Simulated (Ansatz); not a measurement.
`BS[SiH2]C` + H₂Te → `C[SiH2][TeH]` + `BS` at 400 K and 1 bar (ligand exchange at the Si–S bond).

Calculated with Ansatz (gas phase, PBE0-D4/def2-TZVP geometries, no zero-point term in ΔE). CCSD(T)/CBS is the MP2 limit (def2-TZVPP, def2-QZVPP) plus CCSD(T) − MP2 in def2-TZVPP, frozen cores. This one scheme is used for every species. def2 core potentials past Kr. For Te outer-core shells are correlated without core-valence functions, which leaves a few kJ/mol of doubt a bond. Each species was taken in one conformer, which may not be the lowest.

```tsv
species	CCSD(T)/CBS energy (Eh)	H − E (kJ/mol)	S (J/(mol·K))
`BS[SiH2]C`	-753.95937	235.1	380.8
H₂Te	-268.91024	45.0	239.1
`C[SiH2][TeH]`	-598.49179	188.2	365.0
`BS`	-424.38198	95.9	260.4
```

H − E and S are ideal-gas, rigid-rotor, harmonic terms from PBE0-D4/def2-TZVP, for one conformer and one mirror image of each species. 1 Eh = 2625.50 kJ/mol, R = 8.31446 J/(mol·K).

By hand: ΔE, ΔH, ΔS and ΔG.

ΔE = (-598.49179) + (-424.38198) − (-753.95937) − (-268.91024) = -0.00416 Eh = -10.9 kJ/mol. Δ(H − E) = 188.2 + 95.9 − 235.1 − 45.0 = 4.0, so ΔH = -6.9 kJ/mol. ΔS = 365.0 + 260.4 − 380.8 − 239.1 = 5.5 J/(mol·K). ΔG = -6.9 − 400 × (5.5)/1000 = -9.1 kJ/mol.

By hand: the equilibrium constant, and the temperature at which ΔG would vanish if ΔH and ΔS stayed fixed.

log₁₀ K = −ΔG/(RT ln 10) = 1.2. ΔH and −TΔS have one sign here, so there is no such temperature. One of them is within its doubt of zero, so this could turn.

The number of gas molecules stays the same, so ΔS is small and ΔH decides. A doubt of 5 kJ/mol in ΔE shifts log₁₀ K by 0.7 here. Other conformers and mirror images would add mixing entropy, several J/(mol·K) or more a flexible species. Modes under 60 cm⁻¹, often nearly free rotors, make the harmonic entropy too high. These are equilibria of isolated gas molecules and say nothing of rates. Largest T1 diagnostic: 0.015 (customary marks: 0.02 for closed shells, 0.045 for open ones).
